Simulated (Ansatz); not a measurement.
`[SiH3][CH2][InH][SiH3]` + `[SiH3]CS` → `[SiH3]CS[SiH3]` + `[SiH3][CH2][InH2]` at 298.15 K and 1 bar (cleavage of the Si–In bond).

Isolated molecules relaxed with PBE0-D4/def2-TZVP in Ansatz; ΔE leaves out vibrations. CBS: MP2 limit from def2 TZ/QZ plus the TZ coupled-cluster correction, frozen cores. def2 core potentials past Kr. For In outer-core shells are correlated without core-valence functions, which leaves a few kJ/mol of doubt a bond. One conformer a species, not always the lowest.

```csv
species,CCSD(T)/CBS energy (Eh),H − E (kJ/mol),S (J/(mol·K))
`[SiH3][CH2][InH][SiH3]`,-811.41666,240.1,425.9
`[SiH3]CS`,-728.50660,178.2,307.0
`[SiH3]CS[SiH3]`,-1018.80686,230.0,364.6
`[SiH3][CH2][InH2]`,-521.12346,184.5,351.1
```

H − E and S are ideal-gas, rigid-rotor, harmonic terms from PBE0-D4/def2-TZVP, for one conformer and one mirror image of each species. 1 Eh = 2625.50 kJ/mol, R = 8.31446 J/(mol·K).

Task: By hand: ΔE, ΔH, ΔS and ΔG.

Result: ΔE = (-1018.80686) + (-521.12346) − (-811.41666) − (-728.50660) = -0.00706 Eh = -18.5 kJ/mol. Δ(H − E) = 230.0 + 184.5 − 240.1 − 178.2 = -3.8, so ΔH = -22.3 kJ/mol. ΔS = 364.6 + 351.1 − 425.9 − 307.0 = -17.2 J/(mol·K). ΔG = -22.3 − 298.15 × (-17.2)/1000 = -17.2 kJ/mol.

Task: By hand: the equilibrium constant, and the temperature at which ΔG would vanish if ΔH and ΔS stayed fixed.

Result: log₁₀ K = −ΔG/(RT ln 10) = 3.0. ΔG = 0 at ΔH/ΔS = 1297 K, though so small a ΔS makes that figure unsure.

ΔH outweighs TΔS. A doubt of 5 kJ/mol in ΔE shifts log₁₀ K by 0.9 here. Other conformers and mirror images would add mixing entropy, several J/(mol·K) or more a flexible species. Modes under 60 cm⁻¹, often nearly free rotors, make the harmonic entropy too high. These are equilibria of isolated gas molecules and say nothing of rates. Largest T1 diagnostic: 0.013 (customary marks: 0.02 for closed shells, 0.045 for open ones).
